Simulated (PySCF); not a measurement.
Computed shifts of a molecule CH6ClFSi3, B3LYP/pcSseg-1 (PySCF), GIAO, gas phase, atoms alike by connectivity averaged where their shifts nearly agree, in ppm (number of nuclei): ¹⁹F: -152.5 (1). ²⁹Si: 48.5 (1), -60.7 (1), -71.5 (1). ¹³C: 21.1 (1). ¹H: 4.71 (1), 4.64 (1), 4.58 (1), 4.48 (1), 1.92 (1), 1.35 (1). References: ¹⁹F against CFCl3 (σ = 161.7 ppm); ²⁹Si against TMS (σ = 338.7 ppm); ³⁵Cl against HCl (σ = 933.3 ppm); ¹³C against TMS (σ = 181.3 ppm); ¹H against TMS (σ = 31.68 ppm), references at their B3LYP-D3(BJ)/def2-TZVP geometries, non-relativistic (without spin–orbit terms, shifts of atoms bonded to Cl or Br come out too high). The structure is a stationary point at PBE-D3(BJ)/def2-SVP. One conformer was computed; it need not be the lowest.

Question: Which structure fits?
(A) F[Si]1(Cl)[SiH2]C[SiH2]1
(B) F[Si@@H]1[SiH2]C[Si@H]1Cl
(C) F[Si@H]1C[SiH2][Si@H]1Cl
(D) F[Si@]1(Cl)C[SiH2][SiH2]1

Answer: D, F[Si@]1(Cl)C[SiH2][SiH2]1
